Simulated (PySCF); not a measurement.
Correlation energy of Os⁷⁰⁺ (osmium, charge +70)

[He] 2s2 2p2, high-spin 3P determinant. All numbers are calculated (PySCF 2.14, scalar relativity by spin-free X2C-1e, in an uncontracted even-tempered set (18 s from 50 bohr⁻², ratio 2.2; 13 p from 65 bohr⁻², ratio 2.2; 5 d from 240 bohr⁻², ratio 2.4; 5 f from 360 bohr⁻², ratio 2.4; 4 g from 540 bohr⁻², ratio 2.4)). Frozen: nothing; 6 electrons correlated; the 12 highest virtual orbitals of each spin left out.

```csv
level,correlation energy (mhartree)
CCSD,-263.71
(T),-0.06
CCSD(T),-263.77
```

Diagnostics: T1 = 4.3e-05, D1 = 0.0001, largest double amplitude 0.022.

Spin-orbit coupling is strong in this species (close to jj coupling), so the high-spin LS determinant is a model state, not a physical level.

Cost of the coupled-cluster step: 140 s of wall time on 2 threads of Neoverse-V1 (shared host), for 6 correlated electrons.

At this charge the one-electron X2C treatment keeps the bare 1/r₁₂, with no two-electron picture change or Breit term. That inflates the 1s pair energies well beyond their four-component values; and a scalar Hamiltonian misses the large spin-orbit splitting of the p shells, which matters for ns² → np² pairs.

Spin-orbit coupling is strong in this species, so the high-spin LS determinant is a model state.
